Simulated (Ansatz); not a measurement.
Basis sets compared for the cluster Ga4F5⁺. Charge 1, multiplicity 1. Geometry PBE0-D4/def2-SVP. Ansatz on 4 threads of Arm Neoverse N1 on a shared host; times are rough, and most runs start from earlier orbitals.

Cartesian coordinates in Å:
```
Ga -0.2192 0.4381 -2.6352
Ga -1.5712 -2.1687 -0.1044
Ga 2.2333 -1.4509 -0.3011
Ga -0.1362 0.9795 0.9361
F 0.1640 -1.1773 -1.1245
F -0.3093 2.2159 2.1178
F -0.3326 1.4783 -0.8119
F 1.4715 0.1112 0.8824
F -1.3003 -0.4262 1.0408
```

The structure comes from a short search, and lower isomers may exist.

| level | functions | energy (Eh) | HOMO (eV) | LUMO (eV) | wall time |
| --- | --- | --- | --- | --- | --- |
| PBE-D4/def2-SVP | 198 | -8195.7614 | -11.20 | -6.88 | 6 s |
| PBE0-D4/def2-SVP | 198 | -8195.8976 | -12.19 | -6.15 | 12 s |

Task: Estimate the rows for PBE-D4/def2-TZVP, PBE0-D4/def2-TZVP.

Result: 
```
            level  functions  energy (Eh)  HOMO (eV)  LUMO (eV)  wall time
 PBE-D4/def2-TZVP        347   -8197.3586     -11.23      -6.87       12 s
PBE0-D4/def2-TZVP        347   -8197.4903     -12.20      -6.14       44 s
```
